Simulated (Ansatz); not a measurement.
Species: ReF, net charge 0, triplet state. The spin state was set by rule; other spins were not relaxed. 
Structure (B3LYP-D3(BJ)/def2-TZVP (Ansatz, a first-principles code) minimum search):
SMILES: [F][Re]
```xyz
2

Re     0.0000     0.0000    -0.1974
F      0.0000     0.0000     1.6447
```
Charge 0, spin multiplicity 3.

Property: atomisation energy (electronic, to ground-state atoms), in kcal/mol. Correlated levels leave the core frozen unless marked. Open shells are spin-unrestricted. Spin-orbit coupling is left out. Frozen are the shells of the preceding noble gas and the d and f shells that filled before the atom's block. In def2 rows, elements after Kr have scalar-relativistic effective core potentials. The coupled-cluster limit lacks core correlation, which all-electron functionals hold. Basis-set limits of correlation are two-point, X^-3; Hartree-Fock from the larger set. The program attaches cautions to a run behind HF/def2-SVP: other amplitudes. The program attaches cautions to a run behind SCS-MP2/def2-SVP: other amplitudes. The program attaches cautions to a run behind SCS-MP2/def2-QZVPPD: other amplitudes. The program attaches cautions to a run behind CCSD(T)/CBS(def2-TZVPPD,def2-QZVPPD): other amplitudes.

| level | program | atomisation energy (kcal/mol) | minus last row |
|---|---|---|---|
| HF/def2-SVP | Ansatz | -1.8 | -78.5 |
| PBE-D3(BJ)/def2-TZVPD | Ansatz + dftd3 | 83.7 | 7.0 |
| revPBE/def2-TZVPD | Ansatz | 77.2 | 0.5 |
| B97M-V/def2-TZVPD | Ansatz | 67.3 | -9.4 |
| B3LYP-D3(BJ)/def2-TZVPD | Ansatz + dftd3 | 74.4 | -2.3 |
| PBE0-D4/def2-TZVPD | Ansatz + dftd4 | 68.9 | -7.8 |
| B2GP-PLYP-D4/def2-TZVPD | Ansatz + dftd4 | 65.1 | -11.6 |
| SCS-MP2/def2-SVP | Ansatz | 54.9 | -21.8 |
| SCS-MP2/def2-QZVPPD | Ansatz | 78.3 | 1.6 |
| CCSD(T)/CBS(def2-TZVPPD,def2-QZVPPD) | Ansatz | 76.7 | 0.0 |

The UHF reference is spin-contaminated (<S^2> 1.32 over the pure value in the largest basis). The T1 diagnostic of CCSD in the largest basis is 0.046, which is high, so the coupled-cluster rows are less sure than usual.
